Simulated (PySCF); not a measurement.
# GeS(OH)2: from structure and modes to constants

These are results of PBE0/[Ge def2-SVP, S def2-SVP, O def2-SVP, H def2-SVP], no relativity, density fitting, PySCF, not measurements.

The singlet minimum has C2v symmetry. Masses (u): Ge 73.92118, S 31.97207, O 15.99492, H 1.00782.

```xyz
6
charge 0 multiplicity 1, angstrom
Ge   -0.1966    0.0000    0.0000
S     1.8256    0.0000    0.0000
O    -1.3177    1.3401    0.0000
O    -1.3177   -1.3401    0.0000
H    -0.8508    2.1854    0.0000
H    -0.8508   -2.1854    0.0000
```

Harmonic wavenumbers (cm⁻¹): 174.5 (b2, ×1), 195.0 (b1, ×1), 250.5 (a1, ×1), 375.9 (a2, ×1), 434.9 (b1, ×1), 553.4 (a1, ×1), 765.2 (b2, ×1), 767.4 (a1, ×1), 898.0 (b2, ×1), 952.1 (a1, ×1), 3882.5 (b2, ×1), 3883.7 (a1, ×1).

Q: Find the principal moments of inertia and the rotational constants. What kind of rotor is it?

A: About the centre of mass I = 67.079, 166.42, 233.5 u Å². With B = 16.8576/I this gives 0.2513, 0.1013, 0.0722 cm⁻¹. The molecule is an asymmetric top with κ = -0.68.

Q: Find the vibrational entropy and heat capacity at 298.15 K.

A: With u = 1.43878 ω/T, each mode gives S = R[u/(eᵘ−1) − ln(1−e⁻ᵘ)] and C = R u² eᵘ/(eᵘ−1)².
```tsv
ω (cm⁻¹)	u	S (J/(mol K))	C (J/(mol K))
174.5	0.842	9.98	7.84
195.0	0.941	9.12	7.73
250.5	1.209	7.22	7.37
375.9	1.814	4.42	6.37
434.9	2.099	3.53	5.83
553.4	2.671	2.25	4.74
765.2	3.693	0.99	2.97
767.4	3.703	0.99	2.95
898.0	4.334	0.59	2.10
952.1	4.595	0.47	1.81
3882.5	18.736	0.00	0.00
3883.7	18.741	0.00	0.00
```
The sums over all modes are S = 39.6 and C = 49.7 J/(mol K); the softest mode gives 25 % of the entropy.

Q: Give the standard entropy (298.15 K, 1 bar) by its translational, rotational, vibrational and spin parts, and Cp.

A: Sackur–Tetrode with M = 139.90 u gives 170.5; rotation with symmetry number 2 gives 104.2; vibration 39.6; spin R ln 1 = 0.0. The total is 314.2 J/(mol K), and Cp = 4 R + 49.7 = 83.0 J/(mol K).

Other isomers or separated fragments may lie lower.
